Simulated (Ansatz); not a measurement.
`[SiH3][GeH2][SH]` + `[SiH3][GeH2][SiH2][SiH2][GeH3]` → `[SiH3][GeH2][SiH2][GeH2][SiH3]` + `S[SiH2][GeH3]`  (redistribution)

Program: Ansatz. Geometries: PBE0-D4/def2-TZVP. ΔE: electronic, gas phase. CBS: MP2 limit from def2 TZ/QZ plus the TZ coupled-cluster correction, frozen cores. DFT in def2-TZVPP. HSE06 is defined as in plane-wave codes. For Ge outer-core shells are correlated without core-valence functions, which leaves a few kJ/mol of doubt a bond. Scalar relativity is left out up to krypton. Each species was taken in one conformer, which may not be the lowest.

```
    level  ΔE (kJ/mol)
revPBE-D4        -21.6
  PBE0-D4        -22.9
  r2SCANh        -25.2
    HSE06        -23.1
```

(1) What does CCSD(T)/CBS give? (Estimate.)

Largest T1 diagnostic among the species: 0.013.

## Answers

(1) Computed: -26.8 kJ/mol. The listed levels differ from it by 5.2, 3.9, 1.6, 3.7 kJ/mol.

Leaving LDA and LC-ωPBE aside and taking each functional with its dispersion term where it has one, the values, not all of them listed here, spread over 6.4 kJ/mol, from ωB97M-V to B97M-V. At CCSD(T), def2-SVP lies +7.3 kJ/mol from the extrapolated value and def2-TZVPP +3.4 kJ/mol.
